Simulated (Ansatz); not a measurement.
# Worked example: CH5NO + SiH(NH2)(SiH3)2 → CH6OSi + SiH(NH2)2(SiH3)

Gas-phase species: CH5NO `CON`, singlet; SiH(NH2)(SiH3)2, singlet; CH6OSi `CO[SiH3]`, singlet; SiH(NH2)2(SiH3), singlet. The partners trade NH2 for SiH3: O–NH2 and Si–SiH3 bonds give way to O–SiH3 and Si–NH2.

Shapes, held fixed at every level: PBE0-D4/def2-TZVP. Flexible molecules stand in one conformer, not always the lowest. Programs: Ansatz 0.2.0. The zero-point and thermal change to 298 K, harmonic and unscaled (PBE0-D4/def2-TZVP), is -0.6 kJ/mol.

At CCSD(T)/CBS estimate; 1 Eh = 2625.50 kJ/mol:

| species | energy (Eh) |
| --- | --- |
| CH5NO | -170.858982 |
| SiH(NH2)(SiH3)2 | -927.364050 |
| CH6OSi | -405.930014 |
| SiH(NH2)2(SiH3) | -692.431449 |

Question: Work out ΔH(298 K) of the reaction at this level.

Answer: 
1. Products less reactants: (-405.930014) + (-692.431449) − [(-170.858982) + (-927.364050)] = -0.138431 Eh = -363.5 kJ/mol.
2. With the thermal change: -363.5 + (-0.6) = -364.1 kJ/mol.

Other levels give -379.9 (MP2/def2-TZVPP) to -343.5 kJ/mol (MP2/def2-SVP). No measured value is set beside it here. The CBS estimate extrapolates MP2 from def2-TZVPP and def2-QZVPP and adds CCSD(T) − MP2 in the triple-zeta set, cores frozen. The median of the other correlated levels is -350.7 kJ/mol.
